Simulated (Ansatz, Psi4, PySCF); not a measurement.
CH2O, triplet, geometry from GFN2-xTB (a higher spin typed on purpose: for a closed-shell molecule this is an excited state). Base run: MP2/6-311G** (PySCF).

PySCF was given this input:
```python
from pyscf import gto, scf, mp

mol = gto.Mole()
mol.atom = '''
    C    -0.531391    0.098751    0.203776
    O     0.675825   -0.130935   -0.133377
    H    -1.284814   -0.641711   -0.114743
    H    -0.933441    1.096687   -0.040897
'''
mol.basis = '6-311g**'
mol.charge = 0
mol.spin = 2
mol.verbose = 4
mol.build()

mf = scf.UHF(mol)
mf.kernel()

pt = mp.MP2(mf)
pt.kernel()
print('E(MP2) = %.10f' % pt.e_tot)
```

The same geometry, method and basis name were run in Ansatz (a quantum-chemistry and plane-wave program) and Psi4 and PySCF, at each program's defaults and at the settings that a row names. The base is PySCF at its defaults. Differences at the defaults can come from grids, fitting, cores and function types together.

```json
[
 {"code and settings": "PySCF, defaults (exact integrals, spherical functions, all electrons correlated)", "ΔE vs base (mEh)": "0.000", "basis functions": "48", "E (Eh)": "-114.14135", "SCF cycles": "13"},
 {"code and settings": "Psi4, defaults (density fitting with its default set, spherical functions, all electrons correlated)", "ΔE vs base (mEh)": "0.074", "basis functions": "48", "E (Eh)": "-114.14128", "SCF cycles": "15"},
 {"code and settings": "Ansatz, defaults (factorised integrals, spherical functions, frozen core)", "ΔE vs base (mEh)": "37.131", "basis functions": "48", "E (Eh)": "-114.10422", "SCF cycles": "-"},
 {"code and settings": "PySCF, frozen core", "ΔE vs base (mEh)": "37.128", "basis functions": "48", "E (Eh)": "-114.10422", "SCF cycles": "13"},
 {"code and settings": "Psi4, exact integrals, spherical functions, frozen core", "ΔE vs base (mEh)": "37.128", "basis functions": "48", "E (Eh)": "-114.10422", "SCF cycles": "15"},
 {"code and settings": "Ansatz, high accuracy, frozen core", "ΔE vs base (mEh)": "37.128", "basis functions": "48", "E (Eh)": "-114.10422", "SCF cycles": "-"}
]
```

Open shells are given as the SCF converged; they aren't shown to be the lowest states, and a large step between rows can be another state.
